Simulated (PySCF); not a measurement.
An unknown is described by computed data only.

Elements present: C, H, N and Si. Monoisotopic mass: 151.0566 u.

| Item | Value |
| --- | --- |
| 1H NMR | chemical shifts (computed TMS as zero) by class: 7.95 (1 H), 5.67 (1 H), 2.97 (1 H), 0.50 (6 H) ppm [GIAO PBE0/pcSseg-1] |
| 13C NMR | chemical shifts (computed TMS as zero) by class: 146.5 (1 C), 138.3 (1 C), 92.2 (1 C), 79.3 (1 C), -0.8 (2 C) ppm [GIAO PBE0/pcSseg-1] |
| Dipole | 1.17 D [PBE0/pcSseg-1] |
| NMR, other nuclei | isotropic shieldings of nuclei other than C and H, by class: -117 (1 N), -114 (1 N), -20 (1 N), 346 (1 Si) ppm [GIAO PBE0/pcSseg-1] |
| Rotational structure | rotational constants A, B, C: 2.413, 0.632, 0.597 GHz [GFN2-xTB] |

Gas-phase values; electronic properties from PySCF, density fitting. Levels stand in brackets. Isolated species at its GFN2-xTB geometry (one conformer only). NMR values are class means; diastereotopic atoms form classes of their own.

Problem. Which formula fits the mass and the elements?

Solution. C6H9N3Si (calculated 151.0566). No other formula that holds each of these elements comes within 0.0003 u with a fitting electron parity and a possible valence count.

Problem. What is the compound? Reason from the data.

Solution. Numbering: `[CH:1]#[C:2][c:3]1[cH:4][n:5][n:6]([SiH:7]([CH3:8])[CH3:9])[n:10]1`. Its formula, C6H9N3Si, gives 5 degrees of unsaturation: 1 ring and 4 π bonds in the structure found (Kekulé form). 6 carbons fall into 5 classes; from least to most shielded: aromatic CH next to a ring nitrogen [C4] (146.5 ppm), substituted aromatic carbon [C3] (138.3 ppm), terminal alkyne carbon [C1] (92.2 ppm), alkyne carbon [C2] (79.3 ppm), Si-methyl carbon [C8/C9] (-0.8 ppm, 2 C). Hydrogen classes from least to most shielded: 1 H on an aromatic CH next to a ring nitrogen, C4 (7.95 ppm), 1 H on an SiH silicon, Si7 (5.67 ppm), 1 H on a terminal alkyne carbon, C1 (2.97 ppm), 6 H on 2 Si-methyl carbons, C8/C9 (0.50 ppm, a mean of values up to 0.8 ppm apart in this geometry). The other shieldings belong to: -117 ppm, pyridine-type nitrogen [N10]; -114 ppm, pyridine-type nitrogen [N5]; -20 ppm, pyrrole-type nitrogen [N6]; 346 ppm, SiH silicon [Si7]. The optimised geometry has point group Cs and is an asymmetric top. Structure: `C#Cc1cnn([SiH](C)C)n1`. Computed isomers that give other values at the same levels: `C/C(C#N)=N/[SiH2]CCC#N` (13C chemical shifts (computed TMS as zero) by class: 164.8 (1 C), 128.1 (1 C), 116.6 (1 C), 34.5 (1 C), 13.9 (1 C), 11.8 (1 C) ppm); `[SiH3]c1nnncc1C1CC1` (13C chemical shifts (computed TMS as zero) by class: 164.5 (1 C), 148.3 (1 C), 145.6 (1 C), 16.8 (2 C), 15.6 (1 C) ppm); `C#Cc1ncn([SiH](C)C)n1` (13C chemical shifts (computed TMS as zero) by class: 156.0 (1 C), 153.0 (1 C), 87.2 (1 C), 81.0 (1 C), -0.7 (2 C) ppm). The assignments are read from this structure; whether some other isomer fits the data as well wasn't checked.

Conformer computed: `[CH:1]#[C:2][c:3]1[cH:4][n:5][n:6]([SiH:7]([CH3:8])[CH3:9])[n:10]1`: N5–N6–Si7–C8 -120°.
